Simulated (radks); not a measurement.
The numbers below are computed, except where a source is named.
All-electron atom: the gold ion Au+ in [Xe] 4f14 5d10.

Level of theory: scalar-relativistic Kohn-Sham, SCAN, spin-unpolarised, spherical densities, finite nucleus; meta-GGA in the generalised Kohn-Sham scheme; Fermi nuclear charge, rms radius 5.4371 fm (a radial shooting solver on a logarithmic mesh with Libxc functionals).

Energy parts (hartree):
| part | energy |
|---|---|
| total | -19010.1502 |
| kinetic | 21259.4401 |
| electron-nucleus | -47269.8543 |
| Hartree | 7363.7880 |
| exchange-correlation | -363.5239 |

Orbitals (lengths in bohr, moments of r in powers of bohr; r(90%) holds 90 % of the orbital's charge):
orbital  occ.  eigenvalue (hartree)  r(90%)   <1/r>       <r^4>      <r^2>
1s          2             -2971.138  0.0308   95.71   4.252e-07  0.0003934
2s          2             -525.5324   0.110   22.47  0.00006223   0.005991
2p          6             -454.3074   0.105   19.98  0.00005056   0.005046
3s          2             -124.7407   0.269   8.335    0.002245    0.03859
3p          6             -103.9613   0.277   7.597    0.002473    0.03971
3d         10             -81.70019   0.260   7.141    0.001909    0.03296
4s          2             -27.54607   0.583   3.564     0.05030     0.1867
4p          6             -20.70160   0.628   3.222     0.06722     0.2132
4d         10             -12.44778   0.684   2.887     0.09351     0.2427
4f         14              -3.32271   0.801   2.462      0.1883     0.3017
5s          2              -4.37275    1.33   1.452       1.374     0.9711
5p          6              -2.56849    1.56   1.233       2.599      1.306
5d         10              -0.56891    2.45  0.8437       16.31      2.921

The highest occupied level is 5d at -15.481 eV. The electron density at the nucleus is 2.301e+06 e/bohr^3 (large components only). Summed over all electrons, <r^2> = 47.98 bohr^2, which gives a Langevin (diamagnetic) susceptibility term of -38 x 10^-6 cm^3/mol. The density falls to 0.001 e/bohr^3 at r = 3.75 bohr.
